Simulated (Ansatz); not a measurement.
```yaml
crystal:
  periodic: [false, false, false]
  atoms:
    - {symbol: Ag, position_ang: [1.482450, 0.549379, -0.366196]}
    - {symbol: Sn, position_ang: [-0.588465, -1.277280, -0.884992]}
    - {symbol: Sn, position_ang: [-0.852205, 0.749016, 1.249191]}
basis:
  gaussian: {orbitals: def2-TZVPD}
magnetization: {spin_polarized: false, initial_magnetization: 1}
hamiltonian: {xc: {name: PBE0}}
```

```sh
$ ansatz run in.yaml --threads 4 --pin off --events-out ev --progress --plain --max-ram 3916MiB
```

Shortened log:

```
Functional definition: PBE0
1362 factors; their error is unknown
mean field evaluation 1: about -15661.9826 eV, gradient 3.3e1 eV
mean field evaluation 2: about -15653.4684 eV, gradient 7.9e1 eV
mean field evaluation 4: about -15663.8750 eV, gradient 3.1e0 eV
mean field evaluation 8: about -15663.8959 eV, gradient 1.1e-1 eV
mean field evaluation 16: about -15664.0783 eV, gradient 2.6e-4 eV
mean field evaluation 32: about -15663.6552 eV, gradient 4.8e0 eV
mean field -15664.07829811 eV, -575.6442599621 hartree, gradient 2.2e-6 eV, S^2 0.750000; 8 other end points of the search recorded, 0 dependent functions left out
reference -15664.07832612 eV, -575.6442609913 hartree; 32, 31 occupied and 120, 121 virtual orbitals, 1362 factors
Total energy: -15664.07832612 eV, -575.6442609913 hartree
```

Hardware: 4 threads of Arm Neoverse V2 on a shared host. Wall time 12 s, peak host memory 0.63 GiB.

In the def2 sets Ag, Sn take a core potential; there is no spin–orbit coupling.

With spin_polarized false and unpaired electrons the run is restricted open-shell.
